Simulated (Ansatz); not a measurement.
Geometry optimisation, RKS B3LYP/def2-SVP in Ansatz.

The input (input.yaml):

```yaml
crystal:
  periodic: [false, false, false]
  atoms:
    - { symbol: Ge, position_ang: [-0.563361, 8.0e-05, -0.402495] }
    - { symbol: H, position_ang: [0.167073, -0.000129, 2.264693] }
    - { symbol: F, position_ang: [0.985652, 9.6e-05, 0.331224] }
    - { symbol: F, position_ang: [-0.604404, 1.396234, -1.394739] }
    - { symbol: F, position_ang: [-0.60437, -1.396292, -1.394423] }
    - { symbol: Cl, position_ang: [-2.318369, 2.9e-05, 0.896598] }
    - { symbol: H, position_ang: [-0.432322, -1.9e-05, 2.657941] }
basis:
  gaussian: { orbitals: def2-SVP }
hamiltonian:
  xc: b3lyp
relax:
  f_tol: 0.03
  max_steps: 50
```

Run as:

```bash
$ ansatz run input.yaml --threads 2 --pin off --max-ram 3072MiB --backend cpu --events-out ev --progress --plain --runs-dir out
```

Q: Where does it end, and by what steps?

A: The forces met the threshold. The force dipped under the threshold on the way, but the program's further checks kept it going. After 22 steps the energy has fallen by 0.327 eV; H7 moved furthest, 1.20 Å.

```tsv
step	energy less start (eV)	largest force component (eV/Å)	accepted
0	0.0000	1.506	yes
1	-0.2008	0.238	yes
2	-0.2513	0.766	yes
3	-0.2933	0.513	yes
4	-0.3077	0.292	yes
5	-0.3130	0.196	yes
6	-0.3151	0.230	yes
7	-0.3156	0.272	yes
8	-0.3162	0.312	yes
9	-0.3170	0.339	yes
10	-0.3178	0.340	yes
11	-0.3213	0.185	yes
12	-0.3213	0.181	yes
13	-0.2823	1.508	no
14	-0.3235	0.044	yes
15	-0.3233	0.301	no
16	-0.3243	0.029	yes
17	-0.3249	0.131	yes
18	-0.3257	0.010	yes
19	-0.3262	0.026	yes
20	-0.3264	0.097	yes
21	-0.3267	0.058	yes
22	-0.3268	0.003	yes
```

```xyz
7
Properties=species:S:1:pos:R:3
Ge -0.745 0.000 -0.747
H 0.342 0.000 2.913
F 0.519 0.000 0.414
F -0.532 1.382 -1.735
F -0.532 -1.382 -1.735
Cl -2.641 0.000 0.184
H 0.219 0.000 3.664
```

Whether the end is a true minimum wasn't checked by a vibrational analysis.

Time of the run: 3.2 min on 2 threads of AMD EPYC 7571, with other jobs on the host, peak memory 0.27 GiB.
